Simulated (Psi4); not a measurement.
C5H14Si2 (SMILES C[SiH2]/C=C/[SiH](C)C), singlet, at a GFN2-xTB geometry, atoms displaced at random by about 0.03 Å a coordinate; B3LYP/STO-3G, gradient (Psi4).

The Psi4 input:
```
memory 2 GB

molecule mol {
0 1
Si    2.498345    0.640625    0.658110
C     3.796419   -0.574497    0.011318
C     0.874867    0.430052   -0.217046
C    -0.259596    0.180062    0.373869
Si   -1.934162   -0.108470   -0.618393
C    -2.402205   -1.931022   -0.527226
C    -3.230676    0.961031    0.318940
H     2.355356    0.408300    2.099792
H     3.068203    1.964152    0.486670
H     3.388571   -1.612911    0.170785
H     3.942986   -0.490775   -1.046171
H     4.773741   -0.450039    0.463862
H     0.943363    0.561782   -1.306058
H    -0.312952    0.023766    1.370209
H    -1.704185    0.347675   -1.990419
H    -3.305839   -2.054594   -1.051442
H    -2.497681   -2.287591    0.479919
H    -1.585641   -2.594698   -1.015915
H    -2.975596    2.016091    0.238643
H    -4.217079    0.842512   -0.252225
H    -3.343001    0.682802    1.281988
symmetry c1
no_reorient
no_com
}

set {
  basis sto-3g
  reference rks
}

gradient('b3lyp')
print_variables()
```

Output, abridged:

```
gradient() will perform analytic gradient computation.

   => Loading Basis Set <=

    Name: STO-3G
    Role: ORBITAL
    Keyword: BASIS

         ---------------------------------------------------------
                                   SCF
               by Justin Turney, Rob Parrish, Andy Simmonett
                          and Daniel G. A. Smith
                              RKS Reference
         ---------------------------------------------------------

  ==> Geometry <==

    Molecular point group: c1
    Full point group: C1

    Geometry (in Angstrom), charge = 0, multiplicity = 1:

       Center              X                  Y                   Z               Mass
    ------------   -----------------  -----------------  -----------------  -----------------
         SI           2.498345000000     0.640625000000     0.658110000000    27.976926534650
         C            3.796419000000    -0.574497000000     0.011318000000    12.000000000000
         C            0.874867000000     0.430052000000    -0.217046000000    12.000000000000
         C           -0.259596000000     0.180062000000     0.373869000000    12.000000000000
         SI          -1.934162000000    -0.108470000000    -0.618393000000    27.976926534650
         C           -2.402205000000    -1.931022000000    -0.527226000000    12.000000000000
         C           -3.230676000000     0.961031000000     0.318940000000    12.000000000000
         H            2.355356000000     0.408300000000     2.099792000000     1.007825032230
         H            3.068203000000     1.964152000000     0.486670000000     1.007825032230
         H            3.388571000000    -1.612911000000     0.170785000000     1.007825032230
         H            3.942986000000    -0.490775000000    -1.046171000000     1.007825032230
         H            4.773741000000    -0.450039000000     0.463862000000     1.007825032230
         H            0.943363000000     0.561782000000    -1.306058000000     1.007825032230
         H           -0.312952000000     0.023766000000     1.370209000000     1.007825032230
         H           -1.704185000000     0.347675000000    -1.990419000000     1.007825032230
         H           -3.305839000000    -2.054594000000    -1.051442000000     1.007825032230
         H           -2.497681000000    -2.287591000000     0.479919000000     1.007825032230
         H           -1.585641000000    -2.594698000000    -1.015915000000     1.007825032230
         H           -2.975596000000     2.016091000000     0.238643000000     1.007825032230
         H           -4.217079000000     0.842512000000    -0.252225000000     1.007825032230
         H           -3.343001000000     0.682802000000     1.281988000000     1.007825032230

  Running in c1 symmetry.

  Rotational constants: A =      0.12320  B =      0.02046  C =      0.01856 [cm^-1]
  Rotational constants: A =   3693.45892  B =    613.23775  C =    556.34832 [MHz]
  Nuclear repulsion =  411.599983249149318

  Charge       = 0
  Multiplicity = 1
  Electrons    = 72
  Nalpha       = 36
  Nbeta        = 36

  ==> Algorithm <==

  SCF Algorithm Type is DF.
  DIIS enabled.
  MOM disabled.
  Fractional occupation disabled.
  Guess Type is SAD.
  Energy threshold   = 1.00e-08
  Density threshold  = 1.00e-08
  Integral threshold = 1.00e-12

  ==> Primary Basis <==

  Basis Set: STO-3G
    Blend: STO-3G
    Number of shells: 39
    Number of basis functions: 57
    Number of Cartesian functions: 57
    Spherical Harmonics?: true
    Max angular momentum: 1

  ==> DFT Potential <==

   => LibXC <=

    Version 7.1.2
    S. Lehtola, C. Steigemann, M. J. T. Oliveira, and M. A. L. Marques,  SoftwareX 7, 1–5 (2018) (10.1016/j.softx.2017.11.002)

   => Composite Functional: B3LYP <=

    B3LYP Hyb-GGA Exchange-Correlation Functional

    P. J. Stephens, F. J. Devlin, C. F. Chabalowski, and M. J. Frisch,  J. Phys. Chem. 98, 11623 (1994) (10.1021/j100096a001)

    Deriv               =              1
[...]
  @DF-RKS Final Energy:  -768.90286085885839
    Total Energy =                       -768.9028608588583893
[...]
    Spherical Harmonics?: true
    Max angular momentum: 1

  ==> DFJKGrad: Density-Fitted SCF Gradients <==

    Gradient:                    1
    J tasked:                  Yes
    K tasked:                  Yes
    wK tasked:                  No
    Integrals threads:           1
    Schwarz Cutoff:          1E-12
    Fitting Condition:       1E-10

   => Auxiliary Basis Set <=

  Basis Set: (STO-3G AUX)
    Blend: DEF2-UNIVERSAL-JKFIT
    Number of shells: 285
    Number of basis functions: 883
    Number of Cartesian functions: 1035
    Spherical Harmonics?: true
    Max angular momentum: 4

  ==> DFT Potential <==

   => LibXC <=

    Version 7.1.2
    S. Lehtola, C. Steigemann, M. J. T. Oliveira, and M. A. L. Marques,  SoftwareX 7, 1–5 (2018) (10.1016/j.softx.2017.11.002)

   => Composite Functional: B3LYP <=

    B3LYP Hyb-GGA Exchange-Correlation Functional

    P. J. Stephens, F. J. Devlin, C. F. Chabalowski, and M. J. Frisch,  J. Phys. Chem. 98, 11623 (1994) (10.1021/j100096a001)

    Deriv               =              1
    GGA                 =           TRUE
    Meta                =          FALSE

    Exchange Hybrid     =           TRUE
    MP2 Hybrid          =          FALSE

   => Exchange Functionals <=

    0.0800   Slater exchange
    0.7200         Becke 88

   => Exact (HF) Exchange <=

    0.2000               HF

   => Correlation Functionals <=

    0.1900   Vosko, Wilk & Nusair (VWN5_RPA)
    0.8100   Lee, Yang & Parr

   => LibXC Density Thresholds  <==

    XC_HYB_GGA_XC_B3LYP:  1.00E-15

   => Molecular Quadrature <=

    Radial Scheme          =       TREUTLER
    Pruning Scheme         =           NONE
    Nuclear Scheme         =       TREUTLER

    Blocking Scheme        =         OCTREE
    BS radius alpha        =              1
    Pruning alpha          =              1
    Radial Points          =             75
    Spherical Points       =            302
    Total Points           =         443405
    Total Blocks           =           3261
    Max Points             =            256
    Max Functions          =             52
    Weights Tolerance      =       1.00E-15

  -Total Gradient:
     Atom            X                  Y                   Z
    ------   -----------------  -----------------  -----------------
       1       -0.021446756953     0.001472179861    -0.014841382879
       2        0.031626975866     0.022133241599    -0.011259243237
       3       -0.049460286979    -0.015541767167     0.018048567477
       4        0.070777832833     0.011939917171     0.094288847352
       5       -0.030190522295    -0.020084490951    -0.038880102483
       6       -0.068046007358     0.006333527765     0.021841036676
       7        0.013044705505    -0.004139934699     0.128516073871
       8        0.002141054491    -0.001978100424     0.010244804495
       9        0.005575634171    -0.000915059356     0.000963035025
      10       -0.016695283147    -0.016718068617    -0.001618902984
      11       -0.000920044098    -0.005657667911     0.023194037177
      12       -0.005958298907     0.002680841010    -0.010589611146
      13        0.005987465198     0.000999666946     0.001721889172
      14        0.002817006246     0.010077886181    -0.088740176104
      15        0.005639987664     0.003892570287    -0.006905735233
      16        0.034845240349     0.013057417237     0.017960373564
      17        0.006043182323     0.003265961396    -0.019289280359
      18        0.031197287184    -0.024923856084    -0.013903468201
      19       -0.003686814041    -0.005868277561    -0.004403816685
      20       -0.023822095865    -0.003410400024    -0.023618971379
      21        0.010519453723     0.023373313452    -0.082692176587

  Variable Map:
  ----------------------------------------------------------------------------
[...]
  Array Variable Map:
  ----------------------------------------------------------------------------
[...]
[...]
```
